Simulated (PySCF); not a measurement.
# Two-component Hartree-Fock for Ag²²⁺ (silver, charge +22)

Start: [Ar] 3d7; 3d3/2 filled at m_j = -3/2, -1/2, +1/2, +3/2; 3d5/2 filled at m_j = +1/2, +3/2, +5/2. Calculated with PySCF 2.14 in an even-tempered Gaussian basis (17 s from 2.7 bohr⁻², ratio 2.8; 12 p from 3.5 bohr⁻², ratio 2.8; 8 d from 3.5 bohr⁻², ratio 2.8; 4 f from 14 bohr⁻², ratio 3): generalised Hartree-Fock with the X2C-1e Hamiltonian and a Gaussian nucleus; one run each with spin-orbit coupling (SO) switched off, then screened by Boettger's factors.

```
spinor shell  electrons  ε, spin-free (eV)  ε, screened SO (eV)  weight of nominal j (screened SO)  rms radius, screened SO (bohr)
       1s1/2          2           -26420.6             -26418.4                              1.000                          0.0357
       2s1/2          2            -4620.3              -4619.4                              1.000                           0.146
       2p1/2          2            -4218.4              -4343.1                              1.000                           0.126
       2p3/2          4            -4218.4              -4160.1                              1.000                           0.131
       3s1/2          2            -1423.6              -1423.3                              1.000                           0.378
       3p1/2          2            -1286.6              -1317.0                              0.972                           0.370
       3d3/2          4            -1093.8              -1098.4                              0.771                           0.346
       3d5/2          3            -1093.8              -1088.8                              0.756                           0.348
```

Task: Where does 3p3/2 lie, and what is the 3p spin-orbit splitting (screened SO)?

Result: At -1272.3 eV, 44.704 eV above 3p1/2.

```tsv
quantity	spin-free	screened SO
E (hartree)	-5061.07802	-5062.26923
M_J	9/2	9/2
⟨J²⟩	24.751	24.751
⟨L²⟩	12.001	13.217
⟨S²⟩	3.750	3.327
```

Each row is a mean over spinors that exchange with the open shell spreads, by up to 27.777 eV (3p3/2).

Rows whose weight is well below 1 are mixtures of j = l ± 1/2: exchange outweighs spin-orbit coupling there, and the label is only the starting occupation.

Breit and QED terms are absent; they matter most for the inner s and p1/2 levels.

Densities and radii are taken from the X2C orbitals without a picture-change correction, which distorts them close to the nucleus.

Without spin-orbit coupling the j labels of p, d and f shells carry no meaning; the spin-free column gives the mean over the occupied spinors of each nl shell.
